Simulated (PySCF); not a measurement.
**Diatomic cations of Na with the alkaline earths**

MP2 with double-zeta basis sets in PySCF, for the lowest determinant that a PBE0 search found; no spin–orbit coupling. De refers to high-spin ground-configuration atoms (the charge goes to the atom of lower measured ionisation energy or higher electron affinity, which is not always the lowest computed limit).

```csv
M,basis,"reference, frozen orbitals",charged atom,state (unpaired electrons),Re (Å),ωe (cm⁻¹),De (eV)
Be,cc-pVDZ,"RHF, 1",Na+,singlet (closed shell),3.059,185,0.36
Mg,cc-pVDZ,"RHF, 2",Na+,singlet (closed shell),3.301,145,0.52
Ca,def2-SVP,"RHF, 6",Na+,singlet (closed shell),3.685,128,0.79
Sr,def2-SVP,"RHF, 1",Na+,singlet (closed shell),3.736,112,0.87
```

The shortest bond is that of NaBe⁺ (3.059 Å), the longest that of NaSr⁺ (3.736 Å).

The rows differ in basis set, which adds steps of its own.

Relativity is treated differently too: Be no relativity; Mg no relativity; Ca no relativity; Sr scalar-relativistic core potentials.

Down a group bonds as a rule get longer and wavenumbers fall, partly through the reduced mass; this series shows no clear exception.

Correlated steps freeze the inner cores (1 to 6 orbitals); shallow outer-core shells are correlated. Weak bonds: NaBe⁺. Basis-set superposition, not corrected here, can be much of De in a small basis, most of all at correlated wavefunction levels. For an ion De counts to the pair picked by the measured ionisation energies or electron affinities, which need not be the lowest pair at this level.
